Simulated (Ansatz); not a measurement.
C4H10F3GeN, SMILES `CC[N](CC)[Ge]([F])([F])[F]` at its PBE0-D4/def2-TZVP geometry, where that method's forces vanish. Charge 0, multiplicity 1.

```xyz
19

C     1.8709   -0.4862   -1.3629
C     1.2193   -1.0264   -0.1012
N     0.0619   -0.2715    0.3631
C    -1.1397   -0.3787   -0.4496
C    -2.3414    0.2803    0.1926
Ge    0.3203    1.1350    1.4267
F    -0.6741    1.1646    2.8178
F     1.9325    1.1190    1.9998
F     0.0694    2.6817    0.7248
H     2.2486    0.5270   -1.2030
H     2.7147   -1.1170   -1.6525
H     1.1728   -0.4607   -2.2021
H     0.8851   -2.0583   -0.2633
H     1.9558   -1.0637    0.7042
H    -1.3400   -1.4484   -0.5883
H    -0.9838    0.0462   -1.4500
H    -2.5448   -0.1393    1.1795
H    -2.2034    1.3617    0.2966
H    -3.2241    0.1349   -0.4322
```

(1) What forces (eV/Å) does ωB97M-V/def2-TZVPP give on these atoms in Ansatz? (Best estimate.)

## Answers

(1) Computed: 
```
C1   0.080  0.065 -0.163
C2   0.127 -0.256  0.098
N3   0.010  0.178  0.175
C4  -0.058 -0.156 -0.281
C5  -0.164  0.093  0.093
Ge6 -0.032 -0.076 -0.061
F7  -0.069  0.000  0.072
F8   0.097 -0.006  0.018
F9  -0.014  0.059 -0.046
H10 -0.029 -0.057 -0.001
H11 -0.063  0.049  0.022
H12  0.042 -0.002  0.060
H13  0.033  0.077  0.008
H14 -0.052  0.003 -0.062
H15  0.010  0.082  0.003
H16 -0.007 -0.029  0.079
H17  0.023  0.027 -0.063
H18  0.002 -0.062  0.001
H19  0.065  0.012  0.049
```
